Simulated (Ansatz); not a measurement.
The cluster Li3Br3. The state is a singlet with charge 0. Geometry PBE0-D4/def2-SVP.

```
atom    x (Å)    y (Å)    z (Å)
 Li1  -1.2095   0.1360  -1.5820
 Li2   1.9744  -0.1289  -0.2615
 Li3  -0.7651  -0.0072   1.8435
 Br4   0.9844   0.0034  -2.3729
 Br5  -2.5413   0.1672   0.3367
 Br6   1.5570  -0.1706   2.0363
```

The structure comes from a short search, and lower isomers may exist.

**Question.** Estimate the orbital energies around the gap (eV) in Ansatz with LDA (SPW92)/def2-TZVP, PBE-D4/def2-SVP, B97M-V/def2-TZVP, PBE0-D4/def2-SVP, BHLYP-D4/def2-TZVP.

**Answer.** 
```tsv
orbital	LDA (SPW92)/def2-TZVP	PBE-D4/def2-SVP	B97M-V/def2-TZVP	PBE0-D4/def2-SVP	BHLYP-D4/def2-TZVP
HOMO−5	-7.67	-7.37	-7.86	-8.68	-9.89
HOMO−4	-7.31	-6.98	-7.48	-8.29	-9.49
HOMO−3	-7.31	-6.98	-7.48	-8.29	-9.49
HOMO−2	-7.13	-6.78	-7.27	-8.09	-9.32
HOMO−1	-6.93	-6.56	-7.09	-7.87	-9.11
HOMO	-6.93	-6.56	-7.09	-7.87	-9.11
LUMO	-1.51	-1.28	-1.22	-0.74	-0.40
LUMO+1	-0.66	-0.56	-0.43	-0.07	0.34
LUMO+2	-0.66	-0.56	-0.42	-0.07	0.34
LUMO+3	-0.55	-0.05	-0.04	0.60	1.07
LUMO+4	-0.24	0.43	0.11	1.09	1.17
LUMO+5	0.18	0.78	0.60	1.46	1.56
```
